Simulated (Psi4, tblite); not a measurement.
Interaction energy of C2H4 ··· H4O4Si (SMILES C=C and O[Si](O)(O)O). Monomers: optimised at B3LYP-D3(BJ) (def2-TZVP), held rigid. Orientation: lowest of the rigid-body minima from ten starts at GFN2-xTB. The monomers approach along the line of their centres of mass (distance R); nothing else relaxes.

Geometry at R = 3.84 Å (first 6 atoms: monomer A):
```
15

C     -0.3163     0.1106     0.5713
C      0.3163    -0.1106    -0.5713
H     -0.8694     1.0251     0.7485
H     -0.3074    -0.6136     1.3769
H      0.3074     0.6136    -1.3769
H      0.8694    -1.0251    -0.7485
O      0.8952     3.4594    -0.3861
Si     1.8695     3.2346     0.9081
O      2.5176     1.7419     0.7462
O      0.9385     3.4648     2.2328
O      3.1265     4.2725     1.0396
H      0.2269     4.1459    -0.3189
H      1.9538     1.0551     0.3816
H      1.3894     3.6467     3.0611
H      3.9077     4.0857     0.5132
```

Levels: GFN2-xTB (tblite); SAPT0/jun-cc-pVDZ, frozen core (Psi4).

Interaction energies in kJ/mol (negative: bound); R is the distance of the centres of mass, d the C2···H13 distance.

```
R / Å  d / Å  GFN2-xTB  SAPT0/jun-cc-pVDZ
-----  -----  --------  -----------------
3.24    1.70     13.76              36.42
3.44    1.87     -4.04               9.56
3.67    2.07    -11.68              -5.24
3.84    2.22    -12.83             -10.02
4.03    2.40    -12.12             -12.01
4.22    2.57    -10.62             -12.04
4.56    2.89     -7.82             -10.04
4.80    3.12     -6.20              -8.22
5.33    3.62     -3.70              -4.87
6.07    4.34     -1.81              -2.29
7.02    5.27     -0.77              -0.95
8.36    6.59     -0.27              -0.33
```

Lowest grid point: GFN2-xTB -12.83 kJ/mol at R = 3.84 Å; SAPT0/jun-cc-pVDZ -12.04 kJ/mol at R = 4.22 Å.
